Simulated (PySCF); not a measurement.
```xyz
5

F      1.4800     0.7993     0.0274
Ge    -0.0121    -0.1112     0.0101
F     -1.2757     1.0788    -0.1975
H     -0.0015    -1.0135    -1.2420
H     -0.1908    -0.7534     1.4020
```

Charge 0, multiplicity 1.

**Question.** Give the Mulliken and meta-Löwdin atomic charges from PBE0-D3(BJ)/def2-TZVP // PBE-D3(BJ)/def2-SVP run with PySCF.

**Answer.** 
```json
[
 {"atom": "F1", "Mulliken (e)": "-0.37", "meta-Löwdin (e)": "-0.50"},
 {"atom": "Ge2", "Mulliken (e)": "0.71", "meta-Löwdin (e)": "1.13"},
 {"atom": "F3", "Mulliken (e)": "-0.37", "meta-Löwdin (e)": "-0.50"},
 {"atom": "H4", "Mulliken (e)": "0.02", "meta-Löwdin (e)": "-0.06"},
 {"atom": "H5", "Mulliken (e)": "0.02", "meta-Löwdin (e)": "-0.06"}
]
```
